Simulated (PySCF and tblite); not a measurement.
Results of a calculation; reference values are marked as such.
Bond rotations in several molecules: saddles from GFN2-xTB searches, energies PBE0/pcSseg-1 + D3(BJ) // GFN2-xTB, GFN2-xTB thermal terms, Eyring rates at 298.15 K with equivalent paths and no tunnelling (PySCF, tblite). ΔE(end) is the energy of the other minimum.

Question: Order these motions by free-energy barrier at 298.15 K, lowest first.
A. [F:1][c:2]1[cH:3][cH:4][c:5]([CH:6]=[S:7])[cH:8][cH:9]1: rotation about the C5–C6 bond (torsion C4–C5–C6–S7 from -180° to 0°, rising)
B. [CH3:1][C:2](=[O:3])/[C:4]([F:5])=[C:6](\[CH3:7])[OH:8]: rotation about the C2–C4 bond (torsion C1–C2–C4–F5 from 0° to 180°, rising)
C. [CH3:1][S:2]/[C:3]([CH3:4])=[CH:5]/[CH:6]=[O:7]: rotation about the C3–S2 bond (torsion C4–C3–S2–C1 from -180° to 0°, rising)
D. [NH2:1][B:2]([NH2:3])[S:4][C:5]([F:6])([F:7])[F:8]: rotation about the B2–S4 bond (torsion N1–B2–S4–C5 from 0° to 180°, rising)

Answer: D (2.7 kcal/mol), C (5.8 kcal/mol), A (9.7 kcal/mol), B (13.4 kcal/mol).

Question: Give the values.

Answer: 
| molecule | motion | ΔE‡ (kcal/mol) | ΔG‡ | ΔE(end) | k (s⁻¹) |
| --- | --- | --- | --- | --- | --- |
| [NH2:1][B:2]([NH2:3])[S:4][C:5]([F:6])([F:7])[F:8] | rotation about the B2–S4 bond (torsion N1–B2–S4–C5 from 0° to 180°, rising) | 2.0 | 2.7 | same | 1.2×10¹¹ |
| [CH3:1][S:2]/[C:3]([CH3:4])=[CH:5]/[CH:6]=[O:7] | rotation about the C3–S2 bond (torsion C4–C3–S2–C1 from -180° to 0°, rising) | 6.2 | 5.8 | 2.7 | 6.8×10⁸ |
| [F:1][c:2]1[cH:3][cH:4][c:5]([CH:6]=[S:7])[cH:8][cH:9]1 | rotation about the C5–C6 bond (torsion C4–C5–C6–S7 from -180° to 0°, rising) | 9.9 | 9.7 | same | 9.4×10⁵ |
| [CH3:1][C:2](=[O:3])/[C:4]([F:5])=[C:6](\[CH3:7])[OH:8] | rotation about the C2–C4 bond (torsion C1–C2–C4–F5 from 0° to 180°, rising) | 13.4 | 13.4 | 5.7 | 1890 |

Such barriers can be off by 1 to 3 kcal/mol. Paths on which GFN2-xTB and DFT differ by 4 kcal/mol or more were left out.

For scale, the study of NB(N)SC(F)(F)F took 76 s on 1 thread of Arm Neoverse N1, on a host shared with other jobs (rough), peak memory 0.76 GiB, launched as `OMP_NUM_THREADS=1 python ens_run.py task.json out`.
